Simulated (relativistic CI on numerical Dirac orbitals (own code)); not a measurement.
**Crystal-field levels of Pd⁵⁺, 4d5**

Calculated by Dirac-Coulomb-Breit CI, orbitals from a KLI potential per configuration, QED by a radiative potential, valence Slater integrals scaled by 0.9, one configuration in a parametric crystal field (own radial code). With so little scaling, terms lie 10 to 35 % too far apart, which can change the order of excited levels.

Field parameters in Wybourne normalisation: Oh B⁴₀ = 21Dq, B⁴₄ = √(5/14) B⁴₀. The field is a parameter set, without covalency.

S is read from ⟨S²⟩ = S(S + 1).

Levels (cm⁻¹, degeneracy): 0 (2), 2 (4), 22452 (2), 23440 (4), 23745 (4), 24313 (2), 26759 (2), 27283 (4), 28096 (2), 28262 (4), 29236 (4), 29470 (2).

(1) Which field gives this pattern?
A. Oh, 10Dq = 28950 cm⁻¹
B. Oh, 10Dq = 42600 cm⁻¹
C. Oh, 10Dq = 15350 cm⁻¹
D. Oh, 10Dq = 8500 cm⁻¹

Results:

(1) D. Oh, 10Dq = 8500 cm⁻¹, ground level with S = 2.48.
